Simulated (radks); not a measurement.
Charge is removed step by step from the 3p3/2 level of Ar, starting from [Ne] 3s2 3p(1/2: 2, 3/2: 4). All-electron calculation, Dirac Kohn-Sham, PBEsol, spin-unpolarised, spherical densities, finite nucleus; Fermi nuclear charge, rms radius 3.4274 fm. Program: a radial shooting solver on a logarithmic mesh with Libxc functionals.

[
 {"removed (e)": "0", "E - E(0) (eV)": "0.000", "eigenvalue (eV)": "-10.174", "E minus straight line (eV)": "0.000"},
 {"removed (e)": "0.25", "E - E(0) (eV)": "2.891", "eigenvalue (eV)": "-12.973", "E minus straight line (eV)": "-1.096"},
 {"removed (e)": "0.5", "E - E(0) (eV)": "6.495", "eigenvalue (eV)": "-15.880", "E minus straight line (eV)": "-1.479"},
 {"removed (e)": "0.75", "E - E(0) (eV)": "10.840", "eigenvalue (eV)": "-18.889", "E minus straight line (eV)": "-1.121"},
 {"removed (e)": "1", "E - E(0) (eV)": "15.948", "eigenvalue (eV)": "-21.993", "E minus straight line (eV)": "0.000"}
]

Removing the whole electron costs 15.948 eV by Delta-SCF, against 10.174 eV from minus the eigenvalue at the starting occupation. Slater's transition state (half an electron removed) gives 15.880 eV. Integrating minus the eigenvalue over the occupation (Janak's theorem) gives 15.948 eV. The mean slope of the eigenvalue, de/dn, is 11.8 eV per electron. Ionisation energy of Ar in the NIST Atomic Spectra Database: 15.760 eV (measured).

Beside tabulated values, note that spin-unpolarised runs miss the spin-polarisation part of the exchange energy of open shells.
